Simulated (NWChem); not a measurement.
A series in which one site is exchanged, each optimised at PBE0/def2-SVP with NWChem, gas phase unless a solvent is named. For some, no frequency run checked for a minimum. def2 effective core potentials on Sn; no spin-orbit coupling.

A: [F][GeH]([Cl])[Cl] (GeHCl2F; site = Ge)
B: F[SiH](Cl)Cl (SiHCl$_{2}$F; site = Si)
C: FC(Cl)Cl (CHCl2F; site = C)
D: [F][SnH]([Cl])[Cl] (SnHCl2F; site = Sn)

Values for A:

```
Item                                                      Result
--------------------------------------------------------  ------
dipole (D), PBE0/def2-SVP                                   1.87
static polarisability, CAM-B3LYP/def2-SVPD (bohr³)          56.0
lowest singlet excitation, CAM-B3LYP/def2-SVPD, TDA (eV)    7.02
```

Q: How do these values change for the other members?

A: 
```
change from A                                                 B      C      D
--------------------------------------------------------  -----  -----  -----
dipole (D), PBE0/def2-SVP                                 -0.67  -0.55  +0.75
static polarisability, CAM-B3LYP/def2-SVPD (bohr³)         -4.9  -12.8   +8.9
lowest singlet excitation, CAM-B3LYP/def2-SVPD, TDA (eV)  +1.30  +0.21  -1.10
```
